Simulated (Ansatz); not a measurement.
Ge$_{2}$H$_{4}$O (`[O]1[GeH2][GeH2]1`) from Hartree–Fock to CCSD(T)

Cartesian coordinates in Å:
```
O -0.480 0.072 1.164
Ge 1.129 -0.017 0.291
Ge -1.006 -0.002 -0.591
H 1.973 1.251 0.483
H 1.902 -1.304 0.612
H -1.795 -1.278 -0.915
H -1.723 1.277 -1.044
```

Charge 0, multiplicity 1. Correlated methods include outer-core shells of Ge, which these sets cover unevenly. Scalar relativity is left out up to krypton. Geometry: relaxed with PBE0-D4/def2-TZVP. Frozen core, restricted reference, Ansatz 0.2.0.

```tsv
basis	HF (Eh)	MP2 corr.
def2-SVP	-4227.30196	-0.65087
def2-TZVPP	-4227.93467	-0.75351
def2-QZVPP	-4228.02296	-1.30025
```

Question: Estimate the CCSD correlation energy and the (T) correction in each basis where they were run (hartree).

Answer: 
```tsv
basis	CCSD corr.	(T)
def2-SVP	-0.65937	-0.02110
def2-TZVPP	-0.76337	-0.03111
```
